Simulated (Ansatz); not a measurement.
System: C$_{2}$H$_{7}$GaO$_{2}$, charge 0, multiplicity 1. SMILES: C[O][GaH][O]C
Geometry from a B3LYP-D3(BJ)/def2-TZVP (Ansatz, an electronic-structure program) optimisation:
```
O
C 1 1.4138
H 2 1.0942 1 109.74
H 2 1.0942 3 108.18 1 119.70
H 2 1.0972 3 107.91 4 116.51
Ga 1 1.7909 2 124.39 3 -120.63
O 6 1.7792 1 112.98 2 180.00
C 7 1.4202 6 123.48 1 0.00
H 8 1.0934 7 112.80 6 0.00
H 8 1.0938 9 108.52 7 121.30
H 8 1.0938 9 108.52 10 117.41
H 6 1.5465 7 122.43 8 180.00
```
Charge 0, spin multiplicity 1.

Quantity: vertical ionisation energy (to the doublet state of charge +1; each state is the SCF solution reached for its spin), in eV. Valence correlation only, unless marked. UHF or UKS for open shells. Spin-orbit coupling is left out. Frozen are the shells of the preceding noble gas and the d and f shells that filled before the atom's block. No relativistic terms. CBS marks a two-point X^-3 extrapolation of the correlation energy; Hartree-Fock from the larger set. The bracket is a focal-point correction in the basis named.

RI-MP2/CBS(aug-cc-pVTZ,aug-cc-pVQZ)+[CCSD(T)-MP2]/aug-cc-pVTZ (Ansatz) gives 10.29 eV.

Question: Another calculation gave 9.96 eV. Which level was it?
A) PBE/def2-TZVPD (Ansatz)
B) PBE0/def2-TZVPD (Ansatz)
C) BHLYP/def2-TZVPD (Ansatz)
D) B2PLYP/def2-TZVPD (Ansatz)

Answer: D, B2PLYP/def2-TZVPD (Ansatz). The others give 9.09 (PBE), 9.55 (PBE0), 9.86 (BHLYP) eV.
